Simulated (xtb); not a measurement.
xtb input:

```bash
xtb mol.xyz --gfn 2 --ohess tight --chrg 1 --uhf 0
```
mol.xyz:
```
2

Zn     0.53309326     0.11731116    -0.53912158
H     -0.49447955    -0.13512381     0.49993547
```

Task: Which total energy does the run end on?

Result: -0.51470 Eh (GFN2-xTB).
